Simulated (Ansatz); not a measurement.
`CN[SiH](O)Br` + `CC1=CB1` → `C[SiH](O)Br` + `CNC1=CB1`  (redistribution)

Gas-phase electronic energies from Ansatz, PBE0-D4/def2-TZVP geometries. CCSD(T)/CBS adds triple-zeta CCSD(T) − MP2 to the extrapolated MP2 energy (def2 sets, frozen cores). Functionals use def2-TZVPP. For Br outer-core shells are correlated without core-valence functions, which leaves a few kJ/mol of doubt a bond. Scalar relativity is left out up to krypton. One conformer a species, not always the lowest.

| species | ωB97X-V energy (Eh) |
| --- | --- |
| `CN[SiH](O)Br` | -3035.21838 |
| `CC1=CB1` | -142.12884 |
| `C[SiH](O)Br` | -2979.84443 |
| `CNC1=CB1` | -197.49207 |

Work out ΔE.

ΔE = (-2979.84443) + (-197.49207) − (-3035.21838) − (-142.12884) = 0.01072 Eh = +6.7 kcal/mol. CCSD(T)/CBS gives +8.3 kcal/mol.

Largest T1 diagnostic among the species: 0.012.

In def2-TZVPP, CCSD(T) changes the Hartree–Fock value by −2.3 kcal/mol (the triples alone add −0.6 kcal/mol) and MP2 by −2.3 kcal/mol. From PBE to PBE0 (25 % exact exchange), in def2-TZVPP and without D4, ΔE moves by +1.6 kcal/mol.
